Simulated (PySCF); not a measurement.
SMILES C[O][GeH2][CH3] (PBE0/def2-SVP optimised geometry):

```
12

Ge     0.148     0.224     0.000
C     -0.598     2.012     0.000
O     -0.415    -0.519     1.524
C     -0.049    -1.827     1.846
H     -0.365    -0.636    -1.180
H      1.695     0.224     0.000
H     -0.304     2.553    -0.911
H     -1.695     1.959     0.044
H     -0.236     2.568     0.876
H     -0.409    -2.568     1.105
H     -0.496    -2.090     2.819
H      1.048    -1.955     1.940
```

Method: PBE0/def2-TZVP (PySCF 2.14.0).

What are the frontier orbital energies and the dipole moment?

HOMO-2 -9.08 eV, HOMO-1 -8.32 eV, HOMO -7.57 eV, LUMO 0.73 eV, LUMO+1 1.19 eV; dipole moment 0.87 D.

On the same geometry PBE/def2-TZVP in PySCF gives HOMO-2 -7.79 eV, HOMO-1 -6.84 eV, HOMO -6.02 eV, LUMO -0.14 eV, LUMO+1 0.39 eV; dipole moment 0.78 D.

Meta-Löwdin charges at PBE0/def2-TZVP: Ge1 0.76, C2 -0.56, O3 -0.60, C4 -0.12, H5 -0.09, H6 -0.09, H7 0.13, H8 0.14, H9 0.14, H10 0.09, H11 0.12, H12 0.09.
